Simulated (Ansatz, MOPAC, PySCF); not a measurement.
Torsion H4–N1–Ge2–Br3 in BrGeH2N (SMILES [NH2][Ge][Br]); at each angle all else is relaxed with GFN2-xTB, and the levels are single points there.
Geometry at 0° (charge 0, multiplicity 1):
```xyz
5

N     -0.71159     0.00487    -0.06669
Ge     0.72274    -1.05737    -0.37072
Br     1.99712     0.59690    -1.46905
H     -0.83625     0.97565    -0.32026
H     -1.53819    -0.32342     0.40885
```

On the grid 0° to 330°, 270° is the highest and 0° the lowest point at CCSD(T)/CBS(cc-pVTZ, cc-pVQZ).

Cores are frozen in the correlated methods. Filled d and f shells under p-block atoms count as core. CBS(a, b) extrapolates the correlation energy as X⁻³ and adds the Hartree–Fock energy of set b. Rows in 3-21G, 6-31G*, LANL2DZ carry no dispersion term and start afresh at each structure (6-31G* with six Cartesian d functions); the Pople sets are all-electron and without relativity. MP2/6-31G* freezes PySCF's default core, which leaves 3d correlated. LANL2DZ brings its own core potentials from Na on. The state that PM6, PM7 reach isn't checked; PM7 holds dispersion and hydrogen-bond terms.

Programs: Ansatz (Gaussian orbitals); MOPAC for PM6, PM7 (differences of heats of formation); PySCF for 3-21G rows, 6-31G* rows, LANL2DZ rows, the dispersion terms. Values without a source in brackets are computed.

Other levels give for the energy at 270° less that at 0°: PBE/def2-TZVPP 11.68; B3LYP/def2-TZVPP 11.73; B3LYP-D3(BJ)/def2-TZVPP 11.79; wB97M-V/def2-TZVPP 12.44; CCSD(T)/CBS(cc-pVTZ, cc-pVQZ) 12.18 kcal/mol.

What do these common cheap choices give for the same quantity: PM6, PM7, HF/6-31G*, B3LYP/3-21G, B3LYP/6-31G*, B3LYP/LANL2DZ, M06-2X/6-31G*, MP2/6-31G*?

PM6 12.62; PM7 9.18; HF/6-31G* 11.94; B3LYP/3-21G 16.38; B3LYP/6-31G* 11.89; B3LYP/LANL2DZ 14.78; M06-2X/6-31G* 11.89; MP2/6-31G* 13.96 kcal/mol. They span 9.18 to 16.38 kcal/mol.

Ansatz is an electronic-structure program.
